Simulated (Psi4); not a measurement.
The Psi4 input:
```
memory 2 GB

molecule mol {
0 3
Si   -0.006391   -0.001951    0.085235
H     0.045667    1.283842   -0.567511
H     0.043812   -1.256535   -0.625785
}

set {
  basis sto-3g
  reference uhf
  freeze_core true
  mp2_type conv
  scf_type pk
  puream true
  d_convergence 1e-8
}

energy('ccsd(t)')
print_variables()
```

**Question.** Predict the MP2 correlation energy from CCSD(T)/STO-3G in Psi4.

**Answer.** -0.0226 Eh

**Question.** Estimate the SCF-reference <S^2> that CCSD(T)/STO-3G returns for this input.

**Answer.** 2.003

**Question.** Give the total energy at the level CCSD(T)/STO-3G.

**Answer.** -286.6755 Eh

These values belong to the state on which the SCF converged, which isn't shown to be the lowest.
